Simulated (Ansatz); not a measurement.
Several settings on one geometry of Ga(NH2Me)H3 (CH₈GaN) (that of the charge 0 singlet, PBE-D4/def2-SVP). Ansatz on 4 threads of Arm Neoverse V1 on a shared host; times are rough.

```xyz
11

Ga   -0.2425   -0.3942   -1.6317
N    -0.2540   -0.4276    0.5256
C     0.4328    0.7146    1.1542
H     0.1715   -1.3181    0.8182
H    -1.2385   -0.4730    0.8230
H     0.4124    0.6767    2.2636
H     1.4852    0.7350    0.8124
H    -0.0456    1.6535    0.8156
H     1.3349   -0.4001   -1.8518
H    -1.0156    0.9823   -1.8425
H    -1.0405   -1.7491   -1.8866
```

Totals from different functionals, basis sets or treatments of relativity can't be compared as stabilities.

The 6-31G sets use Cartesian d functions.

The spins typed aren't always the lowest for that charge.

(1) Give the basis size and estimate the energy, ⟨S²⟩ and time of these runs.

| run | method | charge | state | further keys |
| --- | --- | --- | --- | --- |
| 1 | UKS rPW86-PBE-D4/def2-TZVP | 1 | doublet | scf: {omitted_lower_state_checks: [starts]} |
| 2 | RKS PBE/6-31G | 0 | singlet | scf: {omitted_lower_state_checks: [starts]} |
| 3 | RKS PBE0-D3(BJ)/aug-cc-pVDZ | 0 | singlet | scf: {omitted_lower_state_checks: [starts]} |

Results:

(1) 
```csv
run,functions,energy (Eh),⟨S²⟩,wall time
1,158,-2023.2283,0.76,8 s
2,63,-2021.7048,–,0.7 s
3,154,-2022.1246,–,2.2 s
```
